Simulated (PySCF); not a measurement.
# Ar+ (argon, charge +1) across methods

[Ne] 3s2 3p5, 2P determinant. All numbers are calculated (PySCF 2.14, scalar relativity by spin-free X2C-1e, in aug-cc-pCVTZ-DK with one added diffuse shell each of s, p, d, f type (9s8p6d4f, 91 functions)).

| method | E (hartree) | mean ε 3s β (eV) | mean ε 3p α (eV) | mean ε 3p β (eV) | Σ⟨r²⟩ (bohr²) | ⟨S²⟩ |
| --- | --- | --- | --- | --- | --- | --- |
| wB97X-V | -528.7147 | -41.329 | -27.031 | -25.950 | 20.10 | 0.753 |
| LDA | -527.1537 | -35.997 | -22.666 | -21.581 | 20.17 | 0.751 |
| B3LYP | -528.8047 | -38.026 | -24.105 | -23.006 | 20.14 | 0.753 |
| r2SCAN | -528.7512 | -36.618 | -23.200 | -21.982 | 20.03 | 0.755 |
| TPSSh | -528.8011 | -37.306 | -23.548 | -22.425 | 20.03 | 0.754 |
| PBE0 | -528.6268 | -38.498 | -24.505 | -23.331 | 20.05 | 0.754 |
| PBE | -528.5889 | -35.920 | -22.625 | -21.539 | 20.11 | 0.753 |
| UHF | -528.08750 | -44.997 | -29.133 | -27.616 | 20.15 | 0.759 |
| BP86 | -528.8413 | -36.026 | -22.675 | -21.633 | 20.07 | 0.753 |
